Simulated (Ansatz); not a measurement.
The same ligand exchange along the group B, Al, Ga, In.

Computed with Ansatz on PBE0-D4/def2-TZVP structures; ΔE is electronic, products minus reactants. CCSD(T)/CBS is the MP2 limit (def2-TZVPP, def2-QZVPP) plus CCSD(T) − MP2 in def2-TZVPP, frozen cores. This one scheme is used for every species. DFT in def2-TZVPP. Elements past krypton have def2 core potentials. For Ga, In outer-core shells are correlated without core-valence functions, which leaves a few kJ/mol of doubt a bond. Scalar relativity is left out up to krypton. One conformer a species, not always the lowest.

| reaction | MP2/CBS(def2) (kcal/mol) | B2PLYP (kcal/mol) |
| --- | --- | --- |
| `OB(O)Cl` + CH₃OH → `COB(O)O` + HCl | -9.5 | -10.4 |
| `[OH][Al]([OH])[Cl]` + CH₃OH → `C[O][Al]([OH])[OH]` + HCl | 7.7 | 6.7 |
| `[OH][Ga]([OH])[Cl]` + CH₃OH → `C[O][Ga]([OH])[OH]` + HCl | 14.9 | 15.1 |
| `[OH][In]([OH])[Cl]` + CH₃OH → `C[O][In]([OH])[OH]` + HCl | 22.4 | 22.8 |

Task: Give the CCSD(T)/CBS values in the same order. (An estimate is asked.)

Result: Ansatz gave: -10.5, 7.3, 14.8, 22.2 kcal/mol.

Largest T1 diagnostic: 0.017, for `C[O][In]([OH])[OH]`.
